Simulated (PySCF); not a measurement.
FH2NSn, SMILES [NH2][Sn][F] (connectivity only; charge and spin as stated), neutral, multiplicity 1. Geometry optimised at PBE-D3(BJ)/def2-TZVP. The def2 effective core potentials stand for the cores of Sn; spin–orbit coupling is left out. One conformer was computed; it need not be the lowest.

The numbers are results of PBE-D3(BJ)/def2-TZVP in PySCF, not measurements.

Harmonic wavenumbers (cm⁻¹): 173, 332, 439, 536, 579, 602, 1480, 3451, 3571. Rotational constants (GHz): 9.202, 6.616, 3.849; symmetry number 1.

Work out the zero-point energy and the ideal-gas rigid-rotor harmonic-oscillator thermochemistry at 298.15 K and 1 atm.

ZPE = ½ Σ hcν = ½ × 11163 cm⁻¹ = 66.77 kJ/mol. H − E(el) = 81.39 kJ/mol. Entropy in J/(mol K): translation 171.54, rotation 103.48, vibration 25.11, total 300.13. G − E(el) = -8.09 kJ/mol. Cp = 67.68 J/(mol K).
